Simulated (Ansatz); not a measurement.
Input file for CH₅AlBNS (`C[NH][Al]1[BH][S]1`):

```yaml
crystal:
  periodic: [false, false, false]
  atoms:
    - {symbol: C, position_ang: [-0.927108, -1.540445, 0.719028]}
    - {symbol: N, position_ang: [-0.546322, -0.142348, 0.773533]}
    - {symbol: Al, position_ang: [0.467772, 0.744233, -0.354763]}
    - {symbol: B, position_ang: [1.631289, 1.651896, -1.698259]}
    - {symbol: S, position_ang: [1.153776, 2.850068, -0.442483]}
    - {symbol: H, position_ang: [-2.012463, -1.669537, 0.644123]}
    - {symbol: H, position_ang: [-0.484870, -2.017042, -0.159336]}
    - {symbol: H, position_ang: [-0.580400, -2.096699, 1.596888]}
    - {symbol: H, position_ang: [-0.937275, 0.330774, 1.574211]}
    - {symbol: H, position_ang: [2.318700, 1.837799, -2.649842]}
basis:
  gaussian: {orbitals: def2-TZVPP}
correlation: {method: ccsd_t}
```

```sh
$ ansatz run in.yaml --threads 4 --pin off --events-out ev --progress --plain --max-ram 10444MiB
```

Output of Ansatz, abridged:

```
Functional definition: HF
1453 factors; integrals over basis functions are off by at most 9.4e-4 eV
mean field evaluation 1: about -20662.1434 eV, gradient 3.7e1 eV
mean field evaluation 2: about -20662.3906 eV, gradient 3.7e1 eV
mean field evaluation 4: about -20665.9571 eV, gradient 4.2e0 eV
mean field evaluation 8: about -20666.0421 eV, gradient 3.2e-1 eV
mean field evaluation 16: about -20666.0431 eV, gradient 2.2e-6 eV
mean field -20666.04313222 eV, -759.4630771619 hartree, gradient 2.2e-6 eV, S^2 0.000000; 0 other end points of the search recorded, 0 dependent functions left out
13 core orbitals not correlated: weight in the atoms' cores, before any rotation towards them, 1.000 or more for the frozen orbitals, at most 0.000 for the correlated occupied ones
reference -20666.04313222 eV, -759.4630771619 hartree; 13, 13 occupied and 221, 221 virtual orbitals, 1453 factors
second order -19.71985917 eV of doubles, -0.00000000 eV of singles
cycle   1  -20.31356816 eV  change   -5.9e-1 eV  update   1.0e-1
cycle   2  -20.83223013 eV  change   -5.2e-1 eV  update   3.2e-2
cycle   3  -20.95090075 eV  change   -1.2e-1 eV  update   1.9e-2
cycle   4  -20.93687620 eV  change    1.4e-2 eV  update   6.0e-3
cycle   5  -20.93649318 eV  change    3.8e-4 eV  update   3.0e-3
cycle   6  -20.93664258 eV  change   -1.5e-4 eV  update   9.5e-4
cycle   7  -20.93626259 eV  change    3.8e-4 eV  update   3.5e-4
cycle   8  -20.93627861 eV  change   -1.6e-5 eV  update   1.4e-4
cycle   9  -20.93632845 eV  change   -5.0e-5 eV  update   5.8e-5
cycle  10  -20.93630160 eV  change    2.7e-5 eV  update   2.6e-5
perturbative correction -0.98028739 eV, -0.0360248970 hartree
Total energy: -20687.95972121 eV, -760.2684969517 hartree
```

It took 76 s on 4 threads of an Arm Neoverse V2 on a shared host, with 4.8 GiB of host memory at the peak.

Correlation energy per correlated electron: -0.843 eV. T1 diagnostic: 0.0148.
